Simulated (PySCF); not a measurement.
Ga(Me)(Cl) (CH3ClGa), SMILES [CH3][Ga+][Cl], charge +1. Geometry optimised at r2SCAN-D4/def2-TZVP. The multiplicity is an assumed one; other spin states were not compared. The isomer is the one that the SMILES or the coordinates give; other isomers of the formula were not compared.

These are r2SCAN-D4/def2-TZVP run with PySCF 2.14.0 values and carry that method's errors.

Harmonic wavenumbers (cm⁻¹): 121, 121, 463, 642, 794, 794, 1227, 1415, 1415, 3045, 3159, 3159. Rotational constants (GHz): 155.0, 2.628, 2.628; symmetry number 3.

Problem. Work out the zero-point energy and the ideal-gas rigid-rotor harmonic-oscillator thermochemistry at 298.15 K and 1 atm.

Solution. ZPE = ½ Σ hcν = ½ × 16357 cm⁻¹ = 23.38 kcal/mol. H − E(el) = 26.99 kcal/mol. Entropy in cal/(mol K): translation 40.27, rotation 21.04, vibration 7.79, total 69.10. G − E(el) = 6.39 kcal/mol. Cp = 15.80 cal/(mol K). Modes under 150 cm⁻¹ make the vibrational entropy uncertain.
